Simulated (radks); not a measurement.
C IV, configuration [He] 2s1 (the NIST ground configuration).

All-electron calculation, scalar-relativistic Kohn-Sham, PBE, spin-polarised, spherical densities, finite nucleus; open shells are filled with parallel spins first; Fermi nuclear charge, rms radius 2.4702 fm. Program: a radial shooting solver on a logarithmic mesh with Libxc functionals.

Energy parts (eV):
total: -945.489
kinetic: 944.829
electron-nucleus: -2037.096
Hartree: 254.286
exchange-correlation: -107.508

Orbitals (lengths in bohr, moments of r in powers of bohr; r(max) is where P^2 peaks):
orbital,occ.,eigenvalue (eV),<1/r>,r(max)
1s up,1,-332.1847,5.668,0.1736
1s down,1,-331.0873,5.667,0.1737
2s up,1,-57.7144,1.142,1.076

The highest occupied level is 2s up at -57.714 eV. The spin density at the nucleus is 5.041 e/bohr^3 (1s 0.068, 2s 4.973). The electron density at the nucleus is 129.9 e/bohr^3 (large components only). The density falls to 0.001 e/bohr^3 at r = 2.44 bohr.
